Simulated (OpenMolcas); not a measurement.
# Co3+ in Cs2GeF6

Co3+ with its 6 nearest fluoride ions at 1.879 Å, on the Ge site of Cs2GeF6 (a = 9.021 Å, distance in the model lattice 1.804 Å). The rest of the host is ab initio model potentials to 7.6 Å and point charges beyond; the distance is set by hand and nothing relaxes, and no local charge compensation is placed. Ligand basis ANO-RCC-VDZP.
```
Co    0.0000    0.0000    0.0000
F     1.8790    0.0000    0.0000
F     0.0000    1.8790    0.0000
F    -1.8790    0.0000    0.0000
F     0.0000   -1.8790    0.0000
F     0.0000    0.0000    1.8790
F     0.0000    0.0000   -1.8790
```

```
Program             : OpenMolcas
Method              : SS-CASPT2, IPEA 0.25 Eh, imaginary shift 0.1 Eh (closed shells correlated: 3s 3p and the ligand valence shells)
Basis               : ANO-RCC-VTZP [6s5p3d2f1g]
Scalar Hamiltonian  : DKH2, point nucleus
Active space        : 6 electrons in 5 orbitals (3d)
State averaging     : 2S+1 = 5 even, 5 roots; 2S+1 = 3 even, 45 roots; 2S+1 = 1 even, 50 roots
Spin-orbit coupling : state interaction with AMFI integrals over the reference wave functions
```

The lowest spin-free states (labels of O, the rotations of Oh), above the lowest:

```json
{"State": "5T2", "Degeneracy": "3", "E (cm-1)": "0"}
{"State": "1A1", "Degeneracy": "1", "E (cm-1)": "260"}
{"State": "3T1", "Degeneracy": "3", "E (cm-1)": "5580"}
{"State": "3T2", "Degeneracy": "3", "E (cm-1)": "8940"}
{"State": "1T1", "Degeneracy": "3", "E (cm-1)": "11730"}
{"State": "5E", "Degeneracy": "2", "E (cm-1)": "15180"}
{"State": "3T1", "Degeneracy": "3", "E (cm-1)": "18650"}
{"State": "3T2", "Degeneracy": "3", "E (cm-1)": "18680"}
{"State": "1T2", "Degeneracy": "3", "E (cm-1)": "20590"}
{"State": "3T1", "Degeneracy": "3", "E (cm-1)": "21480"}
{"State": "3E", "Degeneracy": "2", "E (cm-1)": "22310"}
{"State": "3T2", "Degeneracy": "3", "E (cm-1)": "25560"}
{"State": "1T2", "Degeneracy": "3", "E (cm-1)": "25760"}
{"State": "1A1", "Degeneracy": "1", "E (cm-1)": "26540"}
{"State": "1E", "Degeneracy": "2", "E (cm-1)": "26600"}
{"State": "3A2", "Degeneracy": "1", "E (cm-1)": "29960"}
{"State": "1T1", "Degeneracy": "3", "E (cm-1)": "31460"}
{"State": "1A2", "Degeneracy": "1", "E (cm-1)": "33130"}
{"State": "3E", "Degeneracy": "2", "E (cm-1)": "34020"}
{"State": "1T2", "Degeneracy": "3", "E (cm-1)": "34550"}
```

The lowest levels with spin-orbit coupling:

```
E (cm-1)  Degeneracy  Label      2S+1
       0           3     T2         5
     240           2      E         5
     280           3     T1         5
     370           1     A1  1 (60 %)
     670           3     T1         5
     710           3     T2         5
     740           1     A1  5 (64 %)
    5790           2      E         3
    5850           3     T2         3
    6370           3     T1         3
    6820           1     A1         3
    9160           3     T1         3
    9330           2      E         3
    9560           3     T2         3
    9660           1     A2         3
   12270           3     T1         1
   15540           1     A1         5
   15560           3     T1         5
   15570           2      E         5
   15600           3     T2         5
```

Powder χT (cm3 K/mol): 3.11 at 2 K, 3.18 at 10 K, 3.54 at 50 K, 3.89 at 100 K, 4.08 at 200 K, 4 at 300 K. The effective moment at 300 K is 2.828 √(χT) = 5.65 μB.

The lowest level has 2S+1 = 5, for which the spin-only value is χT = S(S+1) / 2 = 3.000 cm3 K/mol (g = 2). The computed 3.997 at 300 K differs by +0.997, through orbital momentum, spin-orbit coupling and any other state in reach. With a threefold ground state the orbital momentum is unquenched, so the spin-only value is not expected to hold.

Roots that are degenerate in the reference are averaged as groups; the widest CASPT2 spread within a group is 1800 cm-1 (the 3-fold group of multiplicity 1 near 25800 cm-1 above the lowest state of its run). Shifts and gaps below about the spread of the groups concerned are not significant. Over all roots computed the reference weight is 0.68 to 0.73; a low but even weight reflects the number of correlated electrons. An orbital triplet at a regular site is open to Jahn-Teller coupling, which can distort the site and quench the lowest spin-orbit gaps and is left out. This shell can be high or low spin here, a state of another spin lies low, and with metal d orbitals alone active their balance is uncertain, so the ground spin may be wrong. A single d shell leaves out the double-shell effect, which counts most for late 3d ions, where the CASPT2 field can be off either way by tens of per cent. Ligand-to-metal charge-transfer states are missing. These CASPT2 states fit no ligand-field parameters well, so their order and spin gaps are uncertain. With no ligand orbital active B as a rule stays too high, so bands that hang on it stand too high and its fall with covalency is understated. With one d shell and no ligand orbital active, 10Dq can be off by a tenth or more. No measured value stands beside these numbers; the geometry was set by hand and not optimised.

The CASPT2 steps took 5.9 min on 1 thread of Arm Neoverse V2 (shared host); the integral step is not counted.
